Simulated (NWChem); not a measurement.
Molecule: CH₃BrMgS; SMILES [Br][Mg][S]C

```xyz
7

Mg     0.2467     0.2486     0.0000
Br    -0.0424    -2.0857     0.0000
S      0.5897     2.5224     0.0000
C     -1.0991     3.2355     0.0000
H     -1.6689     2.9579    -0.8977
H     -0.9785     4.3275     0.0000
H     -1.6689     2.9579     0.8977
```
Atoms are numbered in this order, from 1.

Computed with NWChem. Medium grid unless said otherwise, to which SCAN and Minnesota functionals are sensitive. Geometry: optimised at PBE0/def2-SVP. Hybrids' shares of exact exchange are those that their runs print; pure functionals count as 0. The functionals differ in more than this share.

```
row                    share of exact exchange  orbital gap (eV)
---------------------  -----------------------  ----------------
PBE/def2-SVP                              0.00              3.34
OLYP/def2-SVP                             0.00              3.40
B3LYP/def2-SVP                            0.20              4.71
B97-2/def2-SVP                            0.21              4.99
r2SCAN0/def2-SVP                          0.25              5.60
PBE0/def2-SVP                             0.25              5.21
M06-2X/def2-SVP                           0.54              6.76
Hartree-Fock/def2-SVP                     1.00          withheld
```

Task: Fit a straight line of the last column on the one before it, predict the withheld value, and compare with the run.

Result: 
1. Means of the 7 shown rows: x = 0.207, y = 4.859. Slope Σ(x − x̄)(y − ȳ)/Σ(x − x̄)² = 1.298/0.2003 = 6.478; intercept 3.517.
2. The shown rows scatter about the line by 0.225 (root mean square); the largest residual is +0.46, at r2SCAN0/def2-SVP.
3. At x = 1.00 (Hartree-Fock/def2-SVP; beyond the shown range) the line gives 9.99.
4. The run gives 10.19, +0.20 from the line, 0.9 times the scatter.
